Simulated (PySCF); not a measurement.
Isomers of C6H9P, mass 112.044 u with the commonest isotopes. Theory: CAM-B3LYP/def2-SVPD in PySCF (dipole) on a GFN2-xTB geometry, gas phase. One conformer each, none proved a minimum here; rigid rotors.

Task: Order these by dipole moment, smallest first.
A. `CC#CP=C(C)C`
B. `[CH:1]#[C:2][CH2:3][PH:4][C:5](=[CH2:6])[CH3:7]` with C2–C3–P4–C5 161°, C3–P4–C5–C6 -117°
C. `[CH3:1][P:2]1[CH:3]=[CH:4][CH2:5][CH:6]=[CH:7]1` with C1–P2–C3–C4 -135°, C3–C4–C5–C6 37°, C4–C5–C6–C7 -37°, C1–P2–C7–C6 135°
D. `[CH2:1]=[P:2][C:3]1=[CH:4][CH2:5][CH2:6][CH2:7]1` with C1–P2–C3–C4 -173°, C3–C4–C5–C6 12°, C4–C5–C6–C7 -18°, C5–C6–C7–C3 18°, P2–C3–C7–C6 169°

Result: C (1.17 D), B (1.44 D), D (1.78 D), A (1.94 D).

Task: Order these by rotational constant A, smallest first.
A. `[CH3:1][P:2]1[CH:3]=[CH:4][CH2:5][CH:6]=[CH:7]1` with C1–P2–C3–C4 -135°, C3–C4–C5–C6 37°, C4–C5–C6–C7 -37°, C1–P2–C7–C6 135°
B. `[CH3:1][CH:2]1[CH:3]=[CH:4][PH:5][CH:6]=[CH:7]1` with C1–C2–C3–C4 82°, C3–C4–P5–C6 34°, C4–P5–C6–C7 -34°, C1–C2–C7–C6 -82°
C. `[CH:1]#[C:2][CH2:3][PH:4][C:5](=[CH2:6])[CH3:7]` with C2–C3–P4–C5 161°, C3–P4–C5–C6 -117°
D. `CC1=CPC(C)=C1`

Result: B (3440 MHz), D (3766 MHz), A (4060 MHz), C (5286 MHz).

Task: Order these by rotational constant B, largest first.
A. `[CH3:1][CH:2]1[CH:3]=[CH:4][PH:5][CH:6]=[CH:7]1` with C1–C2–C3–C4 82°, C3–C4–P5–C6 34°, C4–P5–C6–C7 -34°, C1–C2–C7–C6 -82°
B. `[CH3:1][P:2]1[CH:3]=[CH:4][CH2:5][CH:6]=[CH:7]1` with C1–P2–C3–C4 -135°, C3–C4–C5–C6 37°, C4–C5–C6–C7 -37°, C1–P2–C7–C6 135°
C. `[CH2:1]=[P:2][C:3]1=[CH:4][CH2:5][CH2:6][CH2:7]1` with C1–P2–C3–C4 -173°, C3–C4–C5–C6 12°, C4–C5–C6–C7 -18°, C5–C6–C7–C3 18°, P2–C3–C7–C6 169°
D. `Cc1c[pH]c(C)c1`
E. `[CH:1]#[C:2][CH2:3][PH:4][C:5](=[CH2:6])[CH3:7]` with C2–C3–P4–C5 161°, C3–P4–C5–C6 -117°

Result: A (2094 MHz), B (1939 MHz), D (1799 MHz), C (1416 MHz), E (1070 MHz).

```tsv
SMILES	point group	Ia (u·Å²)	Ib (u·Å²)	Ic (u·Å²)	κ	μa (D)	μb (D)	μc (D)
C#CCPC(=C)C	C1	95.60	472.48	507.56	-0.97	0.90	0.64	0.93
C=PC1=CCCC1	C1	93.91	356.96	439.06	-0.87	1.61	0.74	0.18
CP1C=CCC=C1	Cs	124.49	260.66	337.72	-0.65	0.39	0.00	1.10
CC#CP=C(C)C	near Cs	97.42	481.53	569.54	-0.92	0.51	1.87	0.00
CC1C=CPC=C1	Cs	146.90	241.37	295.99	-0.55	0.78	0.00	0.81
Cc1c[pH]c(C)c1	–	134.20	280.90	405.08	-0.56	0.41	0.99	0.50
```
